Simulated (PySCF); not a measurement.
## Ne²⁺: excitation energy

Ne²⁺ [He] 2s2 2p4 (3P) → Ne²⁺ [He] 2s2 2p3 3s1 (5S), as a difference of total energies. Calculation: PySCF 2.14, in aug-cc-pVTZ with one added diffuse shell each of s, p, d, f type (6s5p4d3f, 62 functions); no relativity, point nucleus. Correlated levels: valence: 1s2 frozen. The calculations carry no spin-orbit coupling.

| method | excitation energy (eV) |
| --- | --- |
| UHF | 37.446 |
| LDA | 38.569 |
| PBE | 38.789 |
| PBE0 | 38.772 |
| r2SCAN | 38.971 |
| B97-3 | 39.183 |
| BHandHLYP | 38.866 |
| TPSS | 39.192 |
| PBEsol | 38.607 |
| MP2 (valence) | 38.319 |
| SCS-MP2 (valence) | 38.491 |

Q: How much does correlation contribute at MP2 (valence)?

A: 38.319 − (37.446) = 0.873 eV, measured against UHF.

A first-order spin-orbit estimate (lowest level to lowest level, LS coupling) adds 0.037 eV.

The promoted electron is Rydberg-like, and one or two diffuse shells describe it only roughly, which tends to raise the upper state.
